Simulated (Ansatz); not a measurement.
A barrier at the coupled-cluster level

Start structure (HfH$_{2}$SF$_{4}$, closed shell), relaxed at PBE0-D4/def2-TZVP:

| atom | x (Å) | y (Å) | z (Å) |
| --- | --- | --- | --- |
| Hf1 | -0.5427 | -0.5753 | -0.7313 |
| F2 | 1.3200 | -1.0118 | -0.6943 |
| F3 | -1.1951 | -1.7313 | -2.0934 |
| F4 | -1.5396 | -1.1586 | 0.7939 |
| F5 | -0.9542 | 1.1509 | -1.4470 |
| H6 | 1.1041 | 0.3508 | 2.0600 |
| S7 | 0.3682 | 1.2495 | 1.3845 |
| H8 | 1.4393 | 1.7257 | 0.7276 |

The step: HfF₄ ([F][Hf]([F])([F])[F]) + H₂S → HfHSF₃ ([F][Hf]([F])([F])[SH]) + HF (still joined by a long Hf–F bond); bonds formed: F2–H6; dative contacts that become bonds: Hf1–S7; bonds broken: H6–S7; bonds weakened to dative contacts: Hf1–F2. Program: Ansatz 0.2.0. Basis: def2-TZVPP and def2-QZVPP. Cores are frozen in the correlated methods. Core potentials replace the inner electrons of the atoms past krypton. Extrapolation: Hartree–Fock as exp(−7.88 √X), correlation as X^−2.97. Energies below are by CCSD(T) at an estimated basis limit (MP2 extrapolated from triple and quadruple zeta, plus CCSD(T) − MP2 in triple zeta).

**Question.** What are the electronic barrier and the energy of the step, from the start structure to the end structure? (To be estimated.)

**Answer.** Computed: Barrier 1.070 eV; step energy 0.940 eV (uphill); reverse barrier, their difference, 0.130 eV. Barrier and step energy count from the start structure, the reverse barrier from the end structure.

The saddle point: One imaginary mode of 377i cm⁻¹.
```json
{"pair": "Hf1–S7", "start (Å)": "2.94", "saddle (Å)": "2.65", "end (Å)": "2.54"}
{"pair": "F2–H6", "start (Å)": "3.08", "saddle (Å)": "1.13", "end (Å)": "0.97"}
{"pair": "Hf1–F2", "start (Å)": "1.91", "saddle (Å)": "2.18", "end (Å)": "2.39"}
{"pair": "H6–S7", "start (Å)": "1.34", "saddle (Å)": "1.66", "end (Å)": "2.07"}
```

Zero-point energy (harmonic, PBE0-D4): ZPE is 0.700 eV at the start and 0.641 eV at the saddle, so the barrier goes from 1.070 to 1.011 eV.

The T1 diagnostic stays at or below 0.017.

Exchanges of this kind with a chalcogen hydride build sulfide and selenide films.

Labels in which every atom is bracketed show which atoms are joined, not bond orders.

For scale, one of the runs: CCSD(T)/def2-TZVPP, 250 basis functions, launched by `ansatz run in.yaml --threads 8 --pin off --events-out ev --progress --plain --max-ram 19148MiB`. Time: 3.3 min of wall clock on 8 CPU threads of an Arm Neoverse V2; the host was shared. Peak host memory: 6.6 GiB.
